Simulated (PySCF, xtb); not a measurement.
CH5F2NSi, SMILES N[SiH2]C(F)F.

Geometry: ωB97X-D3(BJ)/def2-SVP. This is a generated structure with no PubChem entry under its InChIKey; it may be hypothetical. One conformer was computed; it need not be the lowest.

Level of theory: IEF-PCM-B3LYP/def2-SVP (PySCF).

The values are the electrostatic part of the solvation free energy, E(continuum) − E(gas) at the gas-phase geometry, in a cavity of scaled van der Waals radii (PySCF's table); cavitation and dispersion terms are not included. In vacuum the orbital gap is 7.69 eV. The dipole moment in vacuum is 2.74 D.

### Question
Estimate the values in water (ε = 78.36), ethanol (ε = 24.85), 2-propanol (ε = 19.26). (The exact figures need the calculation; the answer reports its results.)

### Answer

```tsv
solvent	ε	ΔG(elec) (kcal/mol)	dipole (D)	gap (eV)
water	78.36	-4.4	3.25	7.74
ethanol	24.85	-4.2	3.23	7.74
2-propanol	19.26	-4.2	3.22	7.74
```

For comparison, GFN2-xTB/ALPB(water) (xtb, at the GFN2-xTB geometry, all terms of that model) gives -5.9 kcal/mol.
